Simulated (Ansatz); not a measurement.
Basis-set extrapolation for `CO[SiH2]S[SiH3]` (PBE0-D4/def2-TZVP geometry, frozen core, Ansatz 0.2.0). Multiplicity 1, RHF reference.

```csv
,def2-TZVPP,def2-QZVPP
HF,-1092.956773,-1092.992048
MP2 correlation,-0.838619,-0.904215
CCSD(T) correlation,-0.937916,not run
```

Energies in hartree. Use E(X) = E(∞) + A·exp(−7.88·√X) for Hartree–Fock and E(X) = E(∞) + B·X^(−2.97) for correlation, with X = 3 and 4, and add CCSD(T) minus MP2 of the smaller set to the MP2 limit.

Question: What is the CCSD(T) energy at the basis-set limit?

Answer: HF limit: -1092.992048 + (-0.035275) × 0.13774 = -1092.99691. MP2 limit: -0.904215 + (-0.065596) × 0.74074 = -0.95280. Higher-order term: -0.937916 − (-0.838619) = -0.09930. Total: -1094.04901 hartree, 96.8 kcal/mol below CCSD(T)/def2-TZVPP.
